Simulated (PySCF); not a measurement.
C3H8NO, SMILES [NH+](C)(C=O)C, charge +1. Atoms are numbered in the order given.

```xyz
13

C     -0.4511     1.6115    -0.3137
N     -0.2545     0.3170     0.4071
C     -1.3207    -0.6837     0.1297
C      1.1395    -0.2333     0.1054
O      1.2653    -1.3005    -0.3613
H     -0.4518     1.4138    -1.3933
H      0.3610     2.3034    -0.0545
H     -1.4138     2.0411    -0.0108
H     -0.2569     0.5239     1.4169
H     -1.3144    -0.9167    -0.9415
H     -1.1171    -1.5959     0.7023
H     -2.2844    -0.2505     0.4222
H      1.9304     0.4987     0.3715
```
Charge +1, spin multiplicity 1.

Geometry optimised at PBE0-D3(BJ)/def2-SVP. The isomer is the one that the SMILES or the coordinates give; other isomers of the formula were not compared. The values are those of a single conformer.

Two levels are set side by side: PBE/pcSseg-1 (PySCF) and KT2/pcSseg-1 (PySCF). GIAO shifts against H2O (¹⁷O), NH3 (¹⁵N), TMS (¹H), TMS (¹³C) at the same level; non-relativistic, no solvent, atoms listed together averaged. Differences are taken from unrounded values.

```
quantity              KT2    PBE  PBE minus KT2
------------------  -----  -----  -------------
δ(¹⁵N) of N2 (ppm)  114.7  121.9            7.2
δ(¹³C) of C4 (ppm)  155.2  163.8            8.5
δ(¹⁷O) of O5 (ppm)  560.7  604.4           43.7
δ(¹H) of H9 (ppm)    4.66   4.75           0.08
δ(¹H) of H13 (ppm)   8.71   8.81           0.10
```

Rough cost on one machine, each run with all the roots and properties that it gave: KT2 against PBE within a factor of 2.
